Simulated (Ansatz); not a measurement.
Molecule: PbCl, net charge 1, singlet state. 
Geometry from a B3LYP-D3(BJ)/def2-TZVP (Ansatz, a first-principles code) optimisation:
```xyz
2

Pb     0.0000     0.0000    -0.4075
Cl     0.0000     0.0000     1.9654
```
Charge +1, spin multiplicity 1.

Computed values are from Ansatz. Valence correlation only, unless marked. Open shells are spin-unrestricted. No spin-orbit coupling. The frozen core is the preceding noble-gas configuration, with the filled d and f shells of earlier blocks. In def2 rows, elements after Kr have scalar-relativistic effective core potentials. Basis-set limits of correlation are two-point, X^-3; Hartree-Fock from the larger set.

- vertical ionisation energy (to the doublet) = 17.00 eV at CCSD(T)/CBS(def2-TZVPPD,def2-QZVPPD)
- vertical electron affinity (to the doublet; negative means unbound) = 6.73 eV at CCSD(T)/CBS(def2-TZVPPD,def2-QZVPPD)
- total energy = -651.4852 Eh at CCSD(T)/CBS(def2-TZVPPD,def2-QZVPPD)
- T1 diagnostic = 0.016 at CCSD/def2-QZVPPD
